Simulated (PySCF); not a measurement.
Excitations are Tamm–Dancoff values on a coarser integration grid. The basis has no diffuse functions, so Rydberg states are missing or too high.

Cartesian coordinates (Å):
```xyz
10

C     -1.4642    -0.6906    -0.0829
C     -0.3410     0.2444    -0.0864
C      0.1988     1.4119    -0.2088
C      1.1199     0.3086     0.1060
C      2.2649    -0.2127     0.3395
O      3.3146    -0.6974     0.5617
H     -1.5363    -1.1846     0.8899
H     -1.3017    -1.4723    -0.8300
H     -2.4016    -0.1766    -0.2969
H      0.1450     2.4699    -0.3942
```
Charge 0, multiplicity 1.

**Question.** Predict the T1 excitation (TDA), LUMO, S1 excitation (TDA), HOMO–LUMO gap, dipole moment, HOMO, total energy and S1–T1 gap (TDA) from ωB97X-D3(BJ)/def2-TZVP // PBE0-D3(BJ)/def2-TZVP in PySCF.

**Answer.** 
```yaml
T1 excitation (TDA): 2.15 eV
LUMO: 1.56 eV
S1 excitation (TDA): 2.53 eV
HOMO–LUMO gap: 9.00 eV
dipole_moment: 4.48 D
HOMO: -7.43 eV
total_energy: -268.2138 Ha
S1–T1 gap (TDA): 0.38 eV
```
